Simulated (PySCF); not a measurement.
Compound: C₈H₉P.
Numbering: `[CH:1]#[C:2][CH2:3][P:4]1[C:5]([CH3:6])=[C:7]1[CH:8]=[CH2:9]` (hydrogens: H10 on C1; H11, H12 on C3; H13, H14, H15 on C6; H16 on C8; H17, H18 on C9)

The same species was optimised twice, with GFN2-xTB and with PBE0-D3(BJ)/def2-SVP (PySCF), and the same property calculations (PySCF, gas phase) were run on both structures.

```json
{"coordinate": "C7–C8 (Å)", "GFN2-xTB": "1.423", "PBE0-D3(BJ)/def2-SVP": "1.439", "change": "+0.016"}
{"coordinate": "C1≡C2 (Å)", "GFN2-xTB": "1.198", "PBE0-D3(BJ)/def2-SVP": "1.213", "change": "+0.015"}
{"coordinate": "P4–C7 (Å)", "GFN2-xTB": "1.841", "PBE0-D3(BJ)/def2-SVP": "1.828", "change": "-0.013"}
{"coordinate": "C8=C9 (Å)", "GFN2-xTB": "1.330", "PBE0-D3(BJ)/def2-SVP": "1.341", "change": "+0.011"}
{"coordinate": "P4–C5 (Å)", "GFN2-xTB": "1.840", "PBE0-D3(BJ)/def2-SVP": "1.833", "change": "-0.007"}
{"coordinate": "C2–C3 (Å)", "GFN2-xTB": "1.441", "PBE0-D3(BJ)/def2-SVP": "1.448", "change": "+0.007"}
{"coordinate": "C5=C7 (Å)", "GFN2-xTB": "1.320", "PBE0-D3(BJ)/def2-SVP": "1.315", "change": "-0.005"}
{"coordinate": "C5–C6 (Å)", "GFN2-xTB": "1.469", "PBE0-D3(BJ)/def2-SVP": "1.474", "change": "+0.005"}
{"coordinate": "C3–P4 (Å)", "GFN2-xTB": "1.906", "PBE0-D3(BJ)/def2-SVP": "1.907", "change": "+0.001"}
{"coordinate": "C3–P4–C5 (°)", "GFN2-xTB": "100.5", "PBE0-D3(BJ)/def2-SVP": "103.0", "change": "+2.5"}
{"coordinate": "C3–P4–C7 (°)", "GFN2-xTB": "100.5", "PBE0-D3(BJ)/def2-SVP": "102.4", "change": "+1.9"}
{"coordinate": "P4–C5–C6 (°)", "GFN2-xTB": "144.0", "PBE0-D3(BJ)/def2-SVP": "144.7", "change": "+0.7"}
{"coordinate": "C1–C2–C3 (°)", "GFN2-xTB": "177.5", "PBE0-D3(BJ)/def2-SVP": "176.8", "change": "-0.7"}
{"coordinate": "C6–C5–C7 (°)", "GFN2-xTB": "147.0", "PBE0-D3(BJ)/def2-SVP": "146.5", "change": "-0.5"}
{"coordinate": "C5–C7–C8 (°)", "GFN2-xTB": "147.8", "PBE0-D3(BJ)/def2-SVP": "147.4", "change": "-0.4"}
{"coordinate": "C2–C3–P4 (°)", "GFN2-xTB": "110.1", "PBE0-D3(BJ)/def2-SVP": "110.5", "change": "+0.4"}
{"coordinate": "P4–C5–C7 (°)", "GFN2-xTB": "69.0", "PBE0-D3(BJ)/def2-SVP": "68.7", "change": "-0.3"}
{"coordinate": "C2–C3–P4–C5 (°)", "GFN2-xTB": "127", "PBE0-D3(BJ)/def2-SVP": "135", "change": "+8"}
{"coordinate": "C5–C7–C8–C9 (°)", "GFN2-xTB": "-174", "PBE0-D3(BJ)/def2-SVP": "-171", "change": "+3"}
```

Rotational constants: A = 1748, B = 1117, C = 772.8 MHz (GFN2-xTB) against A = 1764, B = 1068, C = 739.7 MHz (PBE0-D3(BJ)/def2-SVP). Point groups within 0.08 Å: C1 and C1.

On the GFN2-xTB structure: HOMO (eV) -6.23 [PBE0/pcSseg-1]; LUMO (eV) -1.15 [PBE0/pcSseg-1]; dipole (D) 2.20 [PBE0/pcSseg-1]; GIAO shielding of C1 (ppm) 108.7 [PBE0/pcSseg-1]; GIAO shielding of C2 (ppm) 98.2 [PBE0/pcSseg-1]; GIAO shielding of C3 (ppm) 156.5 [PBE0/pcSseg-1]; GIAO shielding of P4 (ppm) 516.9 [PBE0/pcSseg-1]; GIAO shielding of C5 (ppm) 45.8 [PBE0/pcSseg-1]; GIAO shielding of C6 (ppm) 170.0 [PBE0/pcSseg-1]; GIAO shielding of C7 (ppm) 54.2 [PBE0/pcSseg-1]; GIAO shielding of C8 (ppm) 58.0 [PBE0/pcSseg-1].

Task: What do these properties become on the PBE0-D3(BJ)/def2-SVP structure?

Result: 
```
                                    property          level  on GFN2-xTB  on PBE0-D3(BJ)/def2-SVP  change
                                   HOMO (eV)  PBE0/pcSseg-1        -6.23                    -6.24   -0.01
                                   LUMO (eV)  PBE0/pcSseg-1        -1.15                    -1.17   -0.02
                                  dipole (D)  PBE0/pcSseg-1         2.20                     2.28   +0.08
energy, GFN2-xTB geometry as zero (kcal/mol)  PBE0/pcSseg-1          0.0                     -1.0    -1.0
                  GIAO shielding of C1 (ppm)  PBE0/pcSseg-1        108.7                    106.6    -2.1
                  GIAO shielding of C2 (ppm)  PBE0/pcSseg-1         98.2                     98.6    +0.4
                  GIAO shielding of C3 (ppm)  PBE0/pcSseg-1        156.5                    155.3    -1.2
                  GIAO shielding of P4 (ppm)  PBE0/pcSseg-1        516.9                    510.3    -6.6
                  GIAO shielding of C5 (ppm)  PBE0/pcSseg-1         45.8                     46.5    +0.7
                  GIAO shielding of C6 (ppm)  PBE0/pcSseg-1        170.0                    168.2    -1.8
                  GIAO shielding of C7 (ppm)  PBE0/pcSseg-1         54.2                     53.1    -1.1
                  GIAO shielding of C8 (ppm)  PBE0/pcSseg-1         58.0                     54.2    -3.8
```

The heavy atoms differ by 0.107 Å rms after alignment. Among bonds between heavy atoms C1≡C2 and C7–C8 change most and about equally (+0.015 to +0.016 Å). Changes are differences of the printed values. Neither structure is proved a minimum here.

Conformer computed: `[CH:1]#[C:2][CH2:3][P:4]1[C:5]([CH3:6])=[C:7]1[CH:8]=[CH2:9]`: C2–C3–P4–C5 135°, C5–C7–C8–C9 -171°.
